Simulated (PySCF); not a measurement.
The multiplicity is imposed and other spin states were not computed.

```xyz
4

Zn    -0.0477     0.0776     0.0492
Cl     1.8827     0.8132     0.3771
O     -1.6440    -0.6439    -0.1318
H     -2.2205    -0.1939    -0.7624
```

Charge 0, multiplicity 1.

Task: Give the Mulliken and meta-Löwdin atomic charges from TPSSh-D3(BJ)/def2-TZVP // r2SCAN-D4/def2-SVP (PySCF).

Result: 
```
atom  Mulliken (e)  meta-Löwdin (e)
----  ------------  ---------------
Zn1           0.62             1.27
Cl2          -0.32            -0.63
O3           -0.63            -0.98
H4            0.33             0.34
```
